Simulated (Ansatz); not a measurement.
`C#[C][Al]([F])[F]` + `[SiH3][O][SnH2][Cl]` → `[F][Al]([F])[O][SiH3]` + `C#[C][SnH2][Cl]`  (redistribution)

Gas-phase electronic energies from Ansatz, PBE0-D4/def2-TZVP geometries. CCSD(T)/CBS adds triple-zeta CCSD(T) − MP2 to the extrapolated MP2 energy (def2 sets, frozen cores). DFT in def2-TZVPP. B3LYP here is the variant with VWN-RPA as its local correlation; programs differ in this. HSE06 is defined as in plane-wave codes. Elements past krypton have def2 core potentials. For Sn outer-core shells are correlated without core-valence functions, which leaves a few kJ/mol of doubt a bond. Each species was taken in one conformer, which may not be the lowest.

```csv
level,ΔE (kcal/mol),difference from CCSD(T)/CBS
LDA (SPW92),-15.2,0.5
revPBE-D4,-13.1,2.6
BLYP-D4,-13.6,2.1
r2SCAN-D4,-14.8,0.9
B97M-V,-13.4,2.3
PBE0-D4,-15.4,0.3
B3LYP-D4,-15.1,0.6
r2SCANh-D4,-15.5,0.2
HSE06-D4,-15.3,0.4
BHLYP-D4,-16.6,-0.9
CAM-B3LYP-D4,-16.1,-0.4
ωB97X-V,-15.4,0.3
ωB97M-V,-15.7,0.0
B2PLYP,-16.4,-0.7
PBE-QIDH,-17.2,-1.5
PBE,-14.0,1.7
r2SCAN,-14.9,0.8
PBE0,-15.8,-0.1
B3LYP,-15.8,-0.1
r2SCANh,-15.6,0.1
r2SCAN0,-16.5,-0.8
HSE06,-15.7,0.0
BHLYP,-17.3,-1.6
CAM-B3LYP,-16.5,-0.8
LC-ωPBE,-16.7,-1.0
RPA@PBE/def2-TZVPP,-16.7,-1.0
HF/def2-SVP,-18.5,-2.8
CCSD/def2-SVP,-16.8,-1.1
CCSD(T)/def2-SVP,-16.2,-0.5
HF/def2-TZVPP,-18.2,-2.5
MP2/def2-TZVPP,-18.1,-2.4
SCS-MP2/def2-TZVPP,-17.8,-2.1
CCSD/def2-TZVPP,-18.0,-2.3
CCSD(T)/def2-TZVPP,-17.4,-1.7
HF/def2-QZVPP,-18.1,-2.4
MP2/def2-QZVPP,-17.1,-1.4
SCS-MP2/def2-QZVPP,-16.9,-1.2
HF/CBS(def2),-18.1,-2.4
MP2/CBS(def2),-16.4,-0.7
CCSD/CBS(def2),-16.3,-0.6
CCSD(T)/CBS,-15.7,0
```

Largest T1 diagnostic among the species: 0.014.

From BLYP to BHLYP (50 % exact exchange), in def2-TZVPP and without D4, ΔE moves by −2.8 kcal/mol. Leaving LDA and LC-ωPBE aside and taking each functional with its dispersion term where it has one, the values spread over 4.1 kcal/mol, from PBE-QIDH to revPBE-D4. LDA lies −1.2 kcal/mol from PBE without D4.
